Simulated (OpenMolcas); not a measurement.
## Cu³⁺: CASPT2 settings compared

* Program: OpenMolcas 26.06
* Basis: ANO-RCC-VDZP [5s4p2d1f]
* Scalar Hamiltonian: DKH2, point nucleus
* Active space: 8 electrons in 5 orbitals (3d)
* State averaging: 2S+1 = 3 even, 10 roots; 2S+1 = 1 even, 14 roots kept (CI in the orbitals of an earlier block)
* Spin-orbit coupling: state interaction with AMFI integrals over the reference wave functions, term energies averaged over their components

Methods on the same reference wave functions:
A. CASSCF
B. SS-CASPT2, IPEA 0.75 Eh, imaginary shift 0.5 Eh (closed shells correlated: 2s 2p 3s 3p)
C. SS-CASPT2, IPEA 0.2 Eh, real shift 0.4 Eh (closed shells correlated: 3s 3p)
D. SS-CASPT2, IPEA 0.6 Eh, imaginary shift 0.3 Eh (closed shells correlated: 3s 3p)

Energies in cm-1 above 3d8 3F4, the measured ground level; measured values from Sugar and Musgrove, J. Phys. Chem. Ref. Data 19, 527 (1990).

| Level | A | B | C | D | Measured |
| --- | --- | --- | --- | --- | --- |
| 3d8 3F4 | 0.0 | 0.0 | 0.0 | 0.0 | 0.0 |
| 3d8 3F3 | 1928 | 1930 | 1930 | 1930 | 1861 |
| 3d8 3F2 | 3220 | 3190 | 3190 | 3190 | 3078 |
| 3d8 1D2 | 19288 | 16350 | 16360 | 16400 | 16248 |
| 3d8 3P2 | 23511 | 21200 | 20940 | 21190 | 19697 |
| 3d8 3P1 | 23955 | 21720 | 21440 | 21700 | 20097 |
| 3d8 3P0 | 24429 | 22200 | 21910 | 22180 | 20423 |
| 3d8 1G4 | 29970 | 28240 | 28440 | 28280 | 26913 |

Deviations, from unrounded energies. A percentage is the sum of absolute deviations over the sum of measured energies, with the sign that they share, or ± where signs differ.

| Against measurement | Levels | A | B | C | D |
| --- | --- | --- | --- | --- | --- |
| mean absolute deviation (cm-1) | 7 | 2600 | 930 | 840 | 940 |
| fine structure of the ground term (%) | 2 | +4.2 | +3.7 | +3.7 | +3.7 |
| other terms of the ground configuration (%) | 5 | +17.2 | +6.1 | +5.5 | +6.2 |

C lies closest to measurement on these levels and A furthest from it. The largest miss of C in the table is 3d8 1G4, by +1500 cm-1. The ranking rests on the paired levels alone, and a cruder setting can come out closer through cancelling errors.

Among B to D the level of the table that moves most is 3d8 3P1, by 290 cm-1 (lowest in C, highest in B). Moves below CASPT2's spread within the term are not significant.

The mean deviations of B to D differ by less than CASPT2's widest spread within a term (1000 cm-1), so their order carries little weight.

From A to B the spin-free energies of the other terms of 3d8 shown, above 3F, scale by factors of 0.83 to 0.94, as is usual when dynamic correlation screens the repulsion within a d or f shell.

The lowest spin-free term lies below A's lowest term by 0.423 hartree in B, 0.416 hartree in C, 0.409 hartree in D.

CASPT2 breaks the degeneracy within a term, and the mean is taken; among the terms shown or strongly mixed into the levels shown the widest spread is 1000 cm-1 (3d8 3F, C). Terms from blocks run as CI alone lack orbitals of their own. The basis is small and was not contracted for so high a charge. Without dynamic correlation excited terms often stand tens of per cent too high (terms of higher spin than the ground term too low), and those without a measured partner can miss by more than the paired ones (holds for A). Some levels mix across a computed gap that differs much from the measured one, so their mixing is not that of the real levels (holds for B; C; D). Measured partners are found by configuration, term and J. A level has none where our copy of the source lacks it or the pairing is in doubt (some pairs that miss far off the trend of their configuration count as doubtful), and it then counts in no deviation. Levels of configurations outside the active space are missing.
